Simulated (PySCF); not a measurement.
Cs₂Se: from structure and modes to constants

These are results of PySCF, PBE0, basis Se def2-TZVP, Cs def2-TZVP with ECP46 (scalar-relativistic core potentials, no spin–orbit coupling, density fitting), not measurements.

The singlet minimum has D∞h symmetry. Masses (u): Se 79.91652, Cs 132.90545.

```xyz
3
charge 0 multiplicity 1, angstrom
Se    0.0000    0.0000    0.0000
Cs    0.0000    0.0000    3.0894
Cs    0.0000    0.0000   -3.0894
```

Harmonic wavenumbers (cm⁻¹): 44.1 (πu, ×2), 96.6 (σg+, ×1), 187.9 (σu+, ×1).

Q: What is the harmonic zero-point energy?

A: Half the sum of all 4 wavenumbers, 373/2 = 186 cm⁻¹, which is 2.2 kJ/mol (1 cm⁻¹ = 0.0119627 kJ/mol).

Q: Find the vibrational entropy and heat capacity at 298.15 K.

A: With u = 1.43878 ω/T, each mode gives S = R[u/(eᵘ−1) − ln(1−e⁻ᵘ)] and C = R u² eᵘ/(eᵘ−1)².
```json
{"ω (cm⁻¹)": "44.1 (×2)", "u": "0.213", "S (J/(mol K))": "21.20", "C (J/(mol K))": "8.28"}
{"ω (cm⁻¹)": "96.6", "u": "0.466", "S (J/(mol K))": "14.73", "C (J/(mol K))": "8.17"}
{"ω (cm⁻¹)": "187.9", "u": "0.907", "S (J/(mol K))": "9.41", "C (J/(mol K))": "7.77"}
```
The sums over all modes are S = 66.5 and C = 32.5 J/(mol K); the softest mode gives 32 % of the entropy (each member, where degenerate).

Q: Find the bond force constant k and the stretch–stretch coupling k′ of the valence force field.

A: For linear XMX, 4π²c²ω(σg)² = (k + k′)/mX and 4π²c²ω(σu)² = (k − k′)(1 + 2mX/mM)/mX. So k + k′ = 0.731 and k − k′ = 0.639 mdyn/Å, giving k = 0.685 and k′ = 0.046 mdyn/Å.

Only a few start shapes were tried, so a lower isomer may exist.
